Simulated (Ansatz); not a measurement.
Two isomers of CH7NOSi: A = `NC[SiH2]O`, B = `OCN[SiH3]`.

Calculated with Ansatz (gas phase, PBE0-D4/def2-TZVP geometries, no zero-point term in ΔE). CBS: MP2 limit from def2 TZ/QZ plus the TZ coupled-cluster correction, frozen cores. Functionals use def2-TZVPP. B3LYP here is the variant with VWN-RPA as its local correlation; programs differ in this. One conformer a species, not always the lowest.

(1) Which isomer does CCSD(T)/CBS put lower? Give the gap. (An estimate is asked.)

(2) Give E(B) − E(A) in kJ/mol with r2SCAN-D4, B3LYP, B2PLYP, BLYP-D4, CCSD(T)/def2-TZVPP, PBE-D4, PBE0-D4. (Estimate.)

(3) Does the order hold for the free energy at 298.15 K (harmonic terms from PBE0-D4)? (An estimate is asked.)

Largest T1 diagnostic: 0.011.

Answers

(1) Ansatz gave: A, by 95.9 kJ/mol.

(2) The calculation gave: r2SCAN-D4 93.2, B3LYP 88.0, B2PLYP 91.6, BLYP-D4 88.0, CCSD(T)/def2-TZVPP 92.2, PBE-D4 88.6, PBE0-D4 90.2. None reverses the order clearly.

(3) Computed: Yes: G(B) − G(A) = +90.0 kJ/mol, for one conformer each.

In def2-TZVPP, CCSD(T) changes the Hartree–Fock value by +8.5 kJ/mol (the triples alone add +0.2 kJ/mol) and MP2 by +13.6 kJ/mol. Leaving LDA and LC-ωPBE aside and taking each functional with its dispersion term where it has one, the values, not all of them listed here, spread over 6.3 kJ/mol, from revPBE-D4 to ωB97M-V.
